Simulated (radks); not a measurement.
Values are calculated unless marked as measured or tabulated.
Valence configurations of Pm+ (all share [Xe]). Level of theory: scalar-relativistic Kohn-Sham, LDA (Slater exchange, Perdew-Wang correlation), spin-polarised, spherical densities, point nucleus; open shells are filled with parallel spins first (spin-orbit coupling, left out, can overturn this in heavy ions) (a radial shooting solver on a logarithmic mesh with Libxc functionals). Order these by energy: 4f5 6s1; 4f4.5 5d0.5 6s1; 4f4 5d1 6s1; 4f5 5d0.5 6s0.5; 4f4.5 6s1.5; 4f4 6s1 6p1; 4f5 5d1; 4f5 6p1; 4f3 5d1 6s1 6p1; 4f4 6s2.

Answer. From the lowest, in eV above it: 4f5 6s1 0.000; 4f5 5d0.5 6s0.5 0.559; 4f5 5d1 1.188; 4f4.5 5d0.5 6s1 1.274; 4f4.5 6s1.5 1.404; 4f5 6p1 3.225; 4f4 5d1 6s1 3.586; 4f4 6s2 4.291; 4f4 6s1 6p1 7.280; 4f3 5d1 6s1 6p1 16.607. NIST lists [Xe] 4f5 6s1 as the ground configuration; this level of theory agrees among the configurations tried. The energies are those of spherical high-spin densities, not of single terms.
